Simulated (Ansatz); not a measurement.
A calculation with Ansatz (development build ahead of 0.2.0).

```yaml
crystal:
  periodic: [false, false, false]
  atoms:
    - { symbol: Fe, position_ang: [0.0, 0.0, 0.0] }
    - { symbol: B, position_ang: [0.0, 0.0, 3.9744] }
basis:
  gaussian: { orbitals: pcseg-2 }
magnetization:
  spin_polarized: true
  initial_magnetization: 3
hamiltonian:
  xc: { name: wB97X }
```

The input is written out in the form of the current development build from the run's settings.

The run gave:

```json
{
 "Converged": "yes",
 "Total energy": "-1288.34903 hartree",
 "Spin squared of the determinant": "4.746",
 "Stability test": "minimum"
}
```

Caution: charge can spread falsely over distant fragments; other spin multiplicities were not run; the unrestricted determinant is a mixture of spin states.
